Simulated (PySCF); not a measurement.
Spectrum to structure. The calculation used TDDFT wB97X-D/def2-SVPD, vertical, gas phase, core orbitals frozen in the response (PySCF). Geometries: GFN2-xTB, one conformer each.

| state | λ (nm) | f |
| --- | --- | --- |
| S1 | 224.7 | 0.227 |
| S2 | 217.6 | 0.063 |
| S3 | 210.9 | 0.0014 |
| S4 | 205.8 | 0.016 |
| S5 | 184.1 | 0.023 |
| S6 | 176.2 | 0.179 |
| S7 | 172.0 | 0.017 |
| S8 | 170.3 | 0.011 |

Triplets computed (Tamm–Dancoff): 3.50, 5.32, 5.45 eV.

Orbital energies (eV): HOMO-3 -11.49, HOMO-2 -10.68, HOMO-1 -9.51, HOMO -9.19, LUMO 0.33, LUMO+1 1.80, LUMO+2 2.12.

Problem. Which candidate is it? All have the formula C4H6FNSi.
A. `[C@H]1(CF)[Si@H](C#N)C1`
B. `C#C[Si@@H](N)C(=C)F`
C. `C/C(=C\F)[SiH2]C#N`
D. `C#C/C(F)=C\[SiH2]N`

Solution. D. Its S1, at 5.52 eV, is the lowest among the candidates; the nearest of the others has S1 at 6.02 eV. S1 is HOMO→LUMO (80%). Löwdin shares by element: HOMO carbon 76% (atoms not listed hold the other 24%); LUMO carbon 76% (atoms not listed hold the other 24%). At the same level the other candidates give, for their lowest levels:
- `C/C(=C\F)[SiH2]C#N`: 183 nm (f 0.030); 174 nm (f 0.250); 172 nm (f 0.059); 170 nm (f 0.056); 165 nm (f 0.002); T1 4.45 eV; HOMO -9.87, LUMO 1.00 eV
- `N#C[Si@@H]1C[C@H]1CF`: 206 nm (f 0.130); 203 nm (f 0.171); 181 nm (f 0.005); 176 nm (f 0.002); 168 nm (f 0.000); T1 4.66 eV; HOMO -9.41, LUMO 0.66 eV
- `C#C[Si@@H](N)C(=C)F`: 203 nm (f 0.000); 196 nm (f 0.012); 191 nm (f 0.001); 189 nm (f 0.009); 179 nm (f 0.066); T1 4.39 eV; HOMO -9.59, LUMO 1.29 eV

The values belong to the conformer `[CH:1]#[C:2]/[C:3]([F:4])=[CH:5]\[SiH2:6][NH2:7]`: C3–C5–Si6–N7 -159°, H–N7–Si6–C5 48°, H–N7–Si6–C5 -173°.
